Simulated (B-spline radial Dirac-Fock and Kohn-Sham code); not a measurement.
## Kohn-Sham estimates against Dirac-Fock for the levels of Hg

System: atomic mercury, [Xe] 4f14 5d9 6s2 6p1 (not the ground configuration).

The density-functional columns are spherical, spin-unpolarised Dirac-Kohn-Sham results without Breit or QED terms: −ε is minus the orbital energy of the initial state and ΔSCF the difference of two total energies. The reference in the last column comes from relaxed Dirac-Fock hole states (ΔSCF) with Breit and QED corrections and a finite nucleus. All numbers are from an atomic code on a B-spline grid, in eV; a selection of levels is shown. The Kohn-Sham columns are given as differences from the reference. For the 1s level of heavy atoms much of the gap between ΔSCF and the reference is the Breit and QED part, -454.1 eV here; for other levels the error of the functional can be larger.

```tsv
level	LDA −ε − DF	LDA ΔSCF − DF	Dirac-Fock
K	-175.0	+443.1	83110.7
L1	-168.9	-55.3	14863.1
L2	-114.5	+33.2	14222.4
L3	-134.4	-11.5	12296.8
M1	-92.6	-59.9	3583.1
M2	-73.0	-37.7	3297.6
M3	-72.6	-41.3	2866.4
M4	-50.0	-11.9	2400.0
N1	-51.3	-36.9	822.3
N2	-42.7	-28.4	699.6
N3	-42.4	-28.9	594.9
N4	-29.5	-16.3	394.5
N6	-11.1	+1.4	115.0
N7	-11.2	+1.2	111.0
O1	-15.6	-8.1	139.1
O2	-11.1	-3.9	96.65
O3	-11.5	-4.7	78.38
O4,5	-4.2	+1.4	18.69
P1	-1.7	+2.2	11.19
P2,3	-2.3	+0.5	4.93
```

Values without a named source are computed, but for edge energies of neutral atoms, which are taken from tables.
